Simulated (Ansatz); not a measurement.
Ge(tBu)Me3 (C₇H₁₈Ge). The state is a triplet with charge 0. Geometry PBE-D4/def2-SVP, that of the neutral singlet; atoms count from 1.

```csv
atom,x (Å),y (Å),z (Å)
Ge1,0.663,0.256,0.595
C2,-0.776,-0.300,-0.698
C3,-0.235,-1.420,-1.601
C4,-1.178,0.913,-1.552
C5,-1.992,-0.808,0.094
H6,-1.017,-1.758,-2.319
H7,0.638,-1.084,-2.200
H8,0.080,-2.310,-1.017
H9,-0.320,1.318,-2.130
H10,-1.587,1.739,-0.933
H11,-1.966,0.632,-2.288
H12,-2.404,-0.030,0.770
H13,-1.742,-1.695,0.714
H14,-2.813,-1.110,-0.597
C15,1.046,-1.215,1.856
H16,1.891,-0.941,2.520
H17,1.320,-2.140,1.310
H18,0.162,-1.430,2.490
C19,0.078,1.840,1.620
H20,0.829,2.095,2.394
H21,-0.889,1.646,2.126
H22,-0.044,2.716,0.952
C23,2.318,0.705,-0.384
H24,2.128,1.498,-1.134
H25,2.719,-0.186,-0.907
H26,3.093,1.072,0.320
```

At PBE0-D4/def2-TZVP a singlet of charge 0 lies 6.73 eV below the triplet at the same geometry.

Q: Estimate the Mulliken populations from the PBE0/def2-TZVP orbitals of Ansatz.

A: 
| atom | charge (e) | spin (α − β) |
| --- | --- | --- |
| Ge1 | 0.18 | 0.29 |
| C2 | -0.20 | 0.71 |
| C3 | -0.05 | -0.31 |
| C4 | -0.05 | -0.31 |
| C5 | -0.05 | -0.31 |
| H6 | 0.06 | 0.17 |
| H7 | 0.02 | 0.16 |
| H8 | 0.00 | 0.17 |
| H9 | 0.00 | 0.17 |
| H10 | 0.02 | 0.16 |
| H11 | 0.06 | 0.17 |
| H12 | 0.00 | 0.17 |
| H13 | 0.02 | 0.16 |
| H14 | 0.06 | 0.17 |
| C15 | -0.13 | -0.25 |
| H16 | 0.05 | 0.13 |
| H17 | 0.02 | 0.14 |
| H18 | 0.04 | 0.12 |
| C19 | -0.13 | -0.25 |
| H20 | 0.05 | 0.13 |
| H21 | 0.02 | 0.14 |
| H22 | 0.04 | 0.12 |
| C23 | -0.13 | -0.25 |
| H24 | 0.02 | 0.14 |
| H25 | 0.04 | 0.12 |
| H26 | 0.05 | 0.13 |
Mulliken values and Mayer orders depend strongly on the basis.

Q: Where does the spin sit?

A: Summed by element: Ge 0.29, C -0.97, H 2.68, of 2 unpaired in all. Largest on single atoms: C2 0.71, C3 -0.31, C4 -0.31.

Q: And the Mayer bond orders between bonded heavy atoms (over 0.3)?

A: Ge1–C2 0.66 (2.01 Å); Ge1–C15 0.82 (1.97 Å); Ge1–C19 0.82 (1.97 Å); Ge1–C23 0.82 (1.97 Å); C2–C3 0.87 (1.54 Å); C2–C4 0.87 (1.54 Å); C2–C5 0.87 (1.54 Å).
